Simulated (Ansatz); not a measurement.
Reaction (formal exchange of groups at the Si–Ga bond): `[BH2][GaH][SiH3]` + `[CH3][AlH][CH]=N` → `N=[CH][AlH][CH2][SiH3]` + `[BH2][GaH2]`

Isolated molecules relaxed with PBE0-D4/def2-TZVP in Ansatz; ΔE leaves out vibrations. CCSD(T)/CBS is the MP2 limit (def2-TZVPP, def2-QZVPP) plus CCSD(T) − MP2 in def2-TZVPP, frozen cores. Functionals use def2-TZVPP. B3LYP here is the variant with VWN-RPA as its local correlation; programs differ in this. For Ga outer-core shells are correlated without core-valence functions, which leaves a few kJ/mol of doubt a bond. Scalar relativity is left out up to krypton. Each species was taken in one conformer, which may not be the lowest.

```json
{"level": "PBE-D4", "ΔE (kJ/mol)": "22.3", "difference from CCSD(T)/CBS": "8.7"}
{"level": "r2SCAN-D4", "ΔE (kJ/mol)": "15.2", "difference from CCSD(T)/CBS": "1.6"}
{"level": "PBE0-D4", "ΔE (kJ/mol)": "18.6", "difference from CCSD(T)/CBS": "5.0"}
{"level": "B3LYP-D4", "ΔE (kJ/mol)": "16.8", "difference from CCSD(T)/CBS": "3.2"}
{"level": "ωB97X-V", "ΔE (kJ/mol)": "11.1", "difference from CCSD(T)/CBS": "-2.5"}
{"level": "ωB97M-V", "ΔE (kJ/mol)": "9.2", "difference from CCSD(T)/CBS": "-4.4"}
{"level": "B2PLYP", "ΔE (kJ/mol)": "14.0", "difference from CCSD(T)/CBS": "0.4"}
{"level": "PBE", "ΔE (kJ/mol)": "23.8", "difference from CCSD(T)/CBS": "10.2"}
{"level": "r2SCAN", "ΔE (kJ/mol)": "15.8", "difference from CCSD(T)/CBS": "2.2"}
{"level": "PBE0", "ΔE (kJ/mol)": "19.9", "difference from CCSD(T)/CBS": "6.3"}
{"level": "B3LYP", "ΔE (kJ/mol)": "19.0", "difference from CCSD(T)/CBS": "5.4"}
{"level": "HF/def2-TZVPP", "ΔE (kJ/mol)": "8.0", "difference from CCSD(T)/CBS": "-5.6"}
{"level": "MP2/def2-TZVPP", "ΔE (kJ/mol)": "7.1", "difference from CCSD(T)/CBS": "-6.5"}
{"level": "SCS-MP2/def2-TZVPP", "ΔE (kJ/mol)": "7.0", "difference from CCSD(T)/CBS": "-6.6"}
{"level": "CCSD/def2-TZVPP", "ΔE (kJ/mol)": "12.7", "difference from CCSD(T)/CBS": "-0.9"}
{"level": "CCSD(T)/def2-TZVPP", "ΔE (kJ/mol)": "12.4", "difference from CCSD(T)/CBS": "-1.2"}
{"level": "HF/def2-QZVPP", "ΔE (kJ/mol)": "6.6", "difference from CCSD(T)/CBS": "-7.0"}
{"level": "MP2/def2-QZVPP", "ΔE (kJ/mol)": "7.4", "difference from CCSD(T)/CBS": "-6.2"}
{"level": "SCS-MP2/def2-QZVPP", "ΔE (kJ/mol)": "6.8", "difference from CCSD(T)/CBS": "-6.8"}
{"level": "HF/CBS(def2)", "ΔE (kJ/mol)": "6.4", "difference from CCSD(T)/CBS": "-7.2"}
{"level": "MP2/CBS(def2)", "ΔE (kJ/mol)": "8.3", "difference from CCSD(T)/CBS": "-5.3"}
{"level": "CCSD/CBS(def2)", "ΔE (kJ/mol)": "13.9", "difference from CCSD(T)/CBS": "0.3"}
{"level": "CCSD(T)/CBS", "ΔE (kJ/mol)": "13.6", "difference from CCSD(T)/CBS": "0"}
```

Largest T1 diagnostic among the species: 0.014.

From PBE to PBE0 (25 % exact exchange), in def2-TZVPP and without D4, ΔE moves by −3.9 kJ/mol.
